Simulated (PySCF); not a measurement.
BHFCl, SMILES ClBF. Geometry: PBE0-D3(BJ)/def2-TZVP.

All values below come from PBE0-D3(BJ)/def2-TZVP in PySCF.

Harmonic wavenumbers (cm⁻¹): 397, 817, 854, 1097, 1336, 2689. Rotational constants (GHz): 62.64, 5.569, 5.114; symmetry number 1.

**Question.** Work out the zero-point energy and the ideal-gas rigid-rotor harmonic-oscillator thermochemistry at 298.15 K and 1 atm.

**Answer.** ZPE = ½ Σ hcν = ½ × 7191 cm⁻¹ = 43.01 kJ/mol. H − E(el) = 54.20 kJ/mol. Entropy in J/(mol K): translation 161.05, rotation 95.04, vibration 5.95, total 262.04. G − E(el) = -23.93 kJ/mol. Cp = 46.14 J/(mol K).
